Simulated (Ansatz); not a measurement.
Coupled-cluster diagnostics for the cluster Cu3S2, Ansatz.

Geometry of the doublet (r2SCAN-D4/def2-SVP):

Cartesian coordinates in Å:
```
Cu -0.6727 1.0992 1.1435
Cu -0.5103 -1.3693 0.9119
Cu 0.4405 0.1005 -0.7647
S 0.4914 -2.0422 -0.8561
S 0.2511 2.2117 -0.4346
```

Correlated methods freeze 37 core orbitals. No other spin state of charge 0 was run. Another isomer (doublet) lies 1.35 eV lower at PBE0-D4/def2-TZVP; other spin states weren't run for this one.

Question: Estimate the CCSD(T) correlation energy, the shares of MP2 and (T), T1 and the reference's ⟨S²⟩ for: charge 0, doublet, own geometry in def2-SVP; and the rough time on 4 threads of Arm Neoverse V1 on a shared host.

Answer: 
| state | basis | correlation (eV) | MP2 share (%) | (T) share (%) | T1 | ⟨S²⟩ (pure) | wall time | remarks |
| --- | --- | --- | --- | --- | --- | --- | --- | --- |
| charge 0, doublet, own geometry | def2-SVP | -31.444 | 102.3 | 5.1 | 0.041 | 1.77 (0.75) | 71 s | spin-contaminated (⟨S²⟩ 1.77) |
Customary marks for T1 are 0.02 (closed shells), 0.045 (open shells) and about 0.05 (3d metals). T1 exceeds 0.02 in 1 of 1 rows and 0.045 in 0; the higher it lies, the less the single-reference result can be trusted.
